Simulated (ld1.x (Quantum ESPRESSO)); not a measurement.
Configuration tests for nitrogen (RRKJ)

N, norm-conserving RRKJ (Kleinman–Bylander form), made with ld1.x (Quantum ESPRESSO) 7.5 (PBE, non-relativistic). Core [He], reference 2s2 2p1 (charge +2). Waves: 2p (bound): rc 1.20 bohr; 3d channel at 0.5 Ry: rc 1.15 bohr; 2s (bound): rc 0.85 bohr. Local part: the s channel. Core correction: a·sin(br)/r model core inside 0.80 bohr.

Energies are relative to the spin-unpolarised reference configuration 2s2 2p1; without spin polarisation the order of configurations can differ from experiment. The frozen-core shift is the all-electron ΔE with the core orbitals held at their reference shape minus the fully relaxed ΔE.

(1) Give the all-electron excitation energy and the error of the potential for: 2s2 2p3; 2s2 2p2; 2s2 2p0; 2s2 2p2.5; 2s1 2p3; 2s1 2p4; 2s2 2p3.3.

## Answers

(1)

| valence configuration | charge | ΔE all-electron (eV) | error AE − PS (meV) | frozen-core shift (meV) |
| --- | --- | --- | --- | --- |
| 2s2 2p3 | 0 | -42.456 | +72 | +1.7 |
| 2s2 2p2 | +1 | -28.859 | +37 | +0.9 |
| 2s2 2p0 | +3 | 47.085 | +137 | +3.3 |
| 2s2 2p2.5 | +0.5 | -37.360 | +58 | +1.4 |
| 2s1 2p3 | +1 | -17.111 | +103 | +1.0 |
| 2s1 2p4 | 0 | -30.978 | +137 | +1.6 |
| 2s2 2p3.3 | -0.3 | -44.076 | +76 | +1.8 |
